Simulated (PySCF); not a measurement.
## Assigning NMR signals

Numbering as in the mapped SMILES `[CH3:1][SiH:2]([CH3:3])[n:4]1[cH:5][cH:6][c:7]([C:8]#[N:9])[n:10]1`; H(Xn) means a hydrogen on atom n.

- geometry: GFN2-xTB
- GIAO PBE0/pcSseg-1 shieldings
- program: PySCF
- one averaged value for each set of equivalent atoms, in vacuum, single conformer, no relativistic terms

Referencing at the same level of theory: TMS for ¹³C, ¹H.

Task: Assign these signals to the numbered atoms. ¹³C{¹H} NMR (computed): δ 139.8 (CH), 135.3 (C), 120.2 (CH), 119.6 (C), -0.5 (CH3).

Result: 
139.8 → C5, aromatic CH next to a ring nitrogen
135.3 → C7, substituted aromatic carbon next to a ring nitrogen
120.2 → C6, aromatic CH
119.6 → C8, nitrile carbon: C≡N carbons fall here, among the sp2 signals but without a proton
-0.5 → C1/C3, methyl carbon bonded to Si: an electropositive neighbour leaves it electron-rich and shielded

C6 and C8 lie closer than the usual error of such a calculation, so a measured spectrum could show them in the other order.

Task: Assign these signals to the numbered atoms. ¹H NMR (400 MHz, computed): δ 7.64 (m, 1H), 6.87 (m, 1H), 5.33 (sept, 1H), 0.55 (d, 6H).

Result: 
| δ (ppm) | atoms | environment | reason |
| --- | --- | --- | --- |
| 7.64 | H(C5) | hydrogen on an aromatic CH next to a ring nitrogen | the ring current deshields protons in the ring plane |
| 6.87 | H(C6) | hydrogen on an aromatic CH | the ring current deshields protons in the ring plane |
| 5.33 | H(Si2) | hydrogen on a silicon bonded to 2 C, N | – |
| 0.55 | H(C1)/H(C3) | hydrogen on a methyl carbon bonded to Si | an electropositive neighbour shields it, as in TMS itself |

Shifts are as computed. Against solution values, carbons near 30 ppm lie about +3 ppm off and those near 130 ppm about +5 ppm. Of 1211 compounds with measured shifts, 218 miss one by over three times the rms of a fit or turn the order of signals round; such compounds aren't used in these exercises. Multiplicities follow the n + 1 count of equivalent neighbours, as no J values were calculated; m marks all less simple cases, F and P coupling included.
